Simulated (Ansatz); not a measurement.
ClCs, charge +1, doublet, at a GFN2-xTB geometry (such geometries of metal compounds can be far from the true shape) (a state made from the parent by changing its charge; the spin is typed, not shown lowest) (core potentials on Cs); WB97X/def2-TZVP in Ansatz (an electronic-structure program).

The Ansatz input:
Ansatz 0.2 input:
```yaml
crystal:
  periodic: [false, false, false]
  atoms:
    - {symbol: Cs, position_ang: [-0.00000000, -0.00000000, -0.81146276]}
    - {symbol: Cl, position_ang: [0.00000000, 0.00000000, 2.62532068]}
basis:
  gaussian:
    orbitals: def2-TZVP
hamiltonian:
  xc: {name: wB97X}
total_charge: 1
magnetization: {spin_polarized: true, initial_magnetization: 1}
accuracy: high
```

The log (banner, timings and long lists left out):

```
Functional definition: wB97X
978 factors; integrals over basis functions are off by at most 3.8e-9 eV
370 factors; integrals over basis functions are off by at most 2.5e-9 eV
mean field evaluation 1: about -13058.9665 eV, gradient 3.0e1 eV
mean field evaluation 2: about -13064.0015 eV, gradient 2.0e1 eV
mean field evaluation 4: about -13065.5049 eV, gradient 7.1e-1 eV
mean field evaluation 8: about -13065.5166 eV, gradient 3.6e-2 eV
mean field evaluation 16: about -13065.5167 eV, gradient 7.6e-5 eV
mean field evaluation 32: about -13065.5292 eV, gradient 6.5e-1 eV
mean field evaluation 64: about -13065.4946 eV, gradient 4.6e0 eV
mean field -13065.69732986 eV, -480.1555206246 hartree, gradient 4.7e-8 eV, S^2 0.753513; 4 other end points of the search recorded, 0 dependent functions left out
reference -13065.69732481 eV, -480.1555204390 hartree; 13, 12 occupied and 53, 54 virtual orbitals, 978 factors
Total energy: -13065.69732481 eV, -480.1555204390 hartree
```
